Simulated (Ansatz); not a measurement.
Start from `[CH3][Al]([CH3])[F]` and change one element to get `[CH3][In]([CH3])[F]`.

Ansatz, PBE0-D4/def2-TZVP geometries, multiplicity 1. 

Elements past krypton have def2 core potentials.

```tsv
property	`[CH3][Al]([CH3])[F]`
LUMO energy (ωB97M-V/def2-TZVPP) / eV	1.25
HOMO energy (PBE/def2-TZVPP) / eV	-6.62
HOMO energy (ωB97M-V/def2-TZVPP) / eV	-10.15
HOMO energy (B3LYP/def2-TZVPP) / eV	-7.70
HOMO energy (PBE0/def2-TZVPP) / eV	-7.92
HOMO–LUMO gap (PBE/def2-TZVPP) / eV	5.56
```

What does the change do to each property? (An estimate is asked.)

The calculation gave: 
```json
{"property": "LUMO energy (ωB97M-V/def2-TZVPP) / eV", "`[CH3][In]([CH3])[F]`": "0.36", "shift": "-0.89"}
{"property": "HOMO energy (PBE/def2-TZVPP) / eV", "`[CH3][In]([CH3])[F]`": "-6.49", "shift": "0.13"}
{"property": "HOMO energy (ωB97M-V/def2-TZVPP) / eV", "`[CH3][In]([CH3])[F]`": "-9.90", "shift": "0.25"}
{"property": "HOMO energy (B3LYP/def2-TZVPP) / eV", "`[CH3][In]([CH3])[F]`": "-7.52", "shift": "0.18"}
{"property": "HOMO energy (PBE0/def2-TZVPP) / eV", "`[CH3][In]([CH3])[F]`": "-7.75", "shift": "0.17"}
{"property": "HOMO–LUMO gap (PBE/def2-TZVPP) / eV", "`[CH3][In]([CH3])[F]`": "4.77", "shift": "-0.79"}
```

With PBE0 the HOMO rises by 0.17 eV and the LUMO falls by 0.73 eV, so the gap narrows by about 0.90 eV. PBE moves the HOMO by 0.13 eV and ωB97M-V by 0.25 eV.

B3LYP here is the variant with VWN-RPA as its local correlation; programs differ in this.
